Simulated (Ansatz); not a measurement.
`N[SiH2]B(F)F` → `FB(F)N[SiH3]`  (isomerisation)

Computed with Ansatz on PBE0-D4/def2-TZVP structures; ΔE is electronic, products minus reactants. CBS: MP2 limit from def2 TZ/QZ plus the TZ coupled-cluster correction, frozen cores. Functionals use def2-TZVPP. HSE06 is defined as in plane-wave codes. Each species was taken in one conformer, which may not be the lowest.

`N[SiH2]B(F)F`:

Cartesian coordinates in Å:
```
N -1.574 0.372 -0.345
Si 0.086 0.677 -0.005
B 1.276 -0.956 0.301
F 2.564 -0.834 0.577
F 0.819 -2.195 0.238
H -2.172 0.025 0.388
H -1.831 -0.034 -1.230
H 0.666 1.432 -1.148
H 0.165 1.512 1.224
```

`FB(F)N[SiH3]`:

Z-matrix (Å, degrees):
```
Si
N 1 1.745
H 1 1.483 2 110.8
H 1 1.484 2 111.1 3 121.2
H 1 1.484 2 106.3 3 -119.4
B 2 1.402 1 126.6 3 -58.5
H 2 1.008 1 117.4 3 121.6
F 6 1.330 2 120.4 1 0.0
F 6 1.328 2 122.2 1 180.0
```

| level | ΔE (kJ/mol) | difference from CCSD(T)/CBS |
| --- | --- | --- |
| revPBE-D4 | -126.9 | 12.8 |
| r2SCANh-D4 | -141.7 | -2.0 |
| HSE06-D4 | -134.5 | 5.2 |
| PBE-QIDH | -142.6 | -2.9 |
| PBE | -125.3 | 14.4 |
| HSE06 | -134.0 | 5.7 |
| MP2/def2-SVP | -168.8 | -29.1 |
| HF/def2-TZVPP | -157.0 | -17.3 |
| CCSD(T)/def2-TZVPP | -141.7 | -2.0 |
| HF/CBS(def2) | -157.1 | -17.4 |
| CCSD(T)/CBS | -139.7 | 0 |

Largest T1 diagnostic among the species: 0.013.

In def2-TZVPP, CCSD(T) changes the Hartree–Fock value by +15.3 kJ/mol (the triples alone add +2.2 kJ/mol) and MP2 by +10.5 kJ/mol. Leaving LDA and LC-ωPBE aside and taking each functional with its dispersion term where it has one, the values, not all of them listed here, spread over 22.9 kJ/mol, from BHLYP-D4 to PBE-D4. LDA lies −10.1 kJ/mol from PBE without D4. From PBE to PBE0 (25 % exact exchange), in def2-TZVPP and without D4, ΔE moves by −8.6 kJ/mol.
